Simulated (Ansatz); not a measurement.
Isolated molecules relaxed with PBE0-D4/def2-TZVP in Ansatz; ΔE leaves out vibrations. CCSD(T)/CBS is the MP2 limit (def2-TZVPP, def2-QZVPP) plus CCSD(T) − MP2 in def2-TZVPP, frozen cores. This one scheme is used for every species. DFT in def2-TZVPP. B3LYP here is the variant with VWN-RPA as its local correlation; programs differ in this. One conformer a species, not always the lowest.

Consider the silylene formation by 1,1-elimination: `O[Si](O)(F)N[SiH2]F` → `N[Si](O)(O)F` + `F[SiH]`.

**Question.** Is it downhill or uphill in electronic energy at CCSD(T)/CBS, and by how much? (Estimate.)

**Answer.** The calculation gave: Uphill: ΔE = +2.92 eV.

**Question.** What do these levels give: r2SCAN-D4, B3LYP-D4, ωB97M-V, B2PLYP, r2SCAN, PBE0, B3LYP, HF/def2-TZVPP, MP2/def2-TZVPP, SCS-MP2/def2-TZVPP, MP2/def2-QZVPP, CCSD/CBS(def2)? (Best estimate.)

**Answer.** Ansatz gave: r2SCAN-D4 3.09, B3LYP-D4 2.84, ωB97M-V 2.83, B2PLYP 2.84, r2SCAN 3.06, PBE0 2.87, B3LYP 2.68, HF/def2-TZVPP 2.88, MP2/def2-TZVPP 3.07, SCS-MP2/def2-TZVPP 2.96, MP2/def2-QZVPP 3.09, CCSD/CBS(def2) 2.90 eV.

Largest T1 diagnostic among the species: 0.015.

From PBE to PBE0 (25 % exact exchange), in def2-TZVPP and without D4, ΔE moves by +0.18 eV. The D4 term adds +0.16 eV with B3LYP and +0.09 eV with PBE0; it sums over pairs of atoms, weighted by their polarisabilities, and B3LYP, whose exchange is more repulsive, gets the larger term.
